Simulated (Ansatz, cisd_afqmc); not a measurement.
Species: MgCl, charge 1, singlet. MgCl+ (SMILES [Cl][Mg+]).
B3LYP-D3(BJ)/def2-TZVP minimum from Ansatz (a program for electronic structure):
```
Mg
Cl 1 2.1176
```
Charge +1, spin multiplicity 1.

Total energies in def2-SVP, 8 correlated electrons, 10 frozen orbitals. UHF or UKS for unpaired electrons; spin-orbit terms are left out. Correlated methods leave the cores frozen. No relativity. The Monte Carlo rows (phaseless AFQMC, CISD trial, step 0.005/hartree) carry one-sigma bars that omit the constraint's bias. Outlying blocks are dropped, and bars are widened where a walk drifts. Over all cases where full CI ran beside it in this data, AFQMC minus full CI had a median of +0.1 mEh and passed +0.4 mEh in a tenth of the cases. The spin of ClMg+ ([Mg+][Cl], singlet) was assumed, and the state is the lowest solution found for it.

```json
[
 {"method": "HF", "program": "Ansatz", "energy (Eh)": "-658.68079", "error against FCI (mEh)": "162.51"},
 {"method": "MP2", "program": "Ansatz", "energy (Eh)": "-658.82687", "error against FCI (mEh)": "16.43"},
 {"method": "CCSD", "program": "Ansatz", "energy (Eh)": "-658.83920", "error against FCI (mEh)": "4.11"},
 {"method": "CCSD(T)", "program": "Ansatz", "energy (Eh)": "-658.84269", "error against FCI (mEh)": "0.62"},
 {"method": "CCSDT(Q)", "program": "Ansatz", "energy (Eh)": "-658.84333", "error against FCI (mEh)": "-0.03"},
 {"method": "CCSDTQ", "program": "Ansatz", "energy (Eh)": "-658.84331", "error against FCI (mEh)": "0.00"},
 {"method": "AFQMC/CISD", "program": "cisd_afqmc", "energy (Eh)": "-658.8434 ± 0.0002", "error against FCI (mEh)": "-0.1 ± 0.2"},
 {"method": "FCI", "program": "Ansatz", "energy (Eh)": "-658.84330", "error against FCI (mEh)": "0.00"}
]
```

Rough core times of Ansatz's runs on a shared machine: CCSD(T) under 20 s, CCSDT(Q) under 20 s, CCSDTQ 50 s, FCI 5 min.
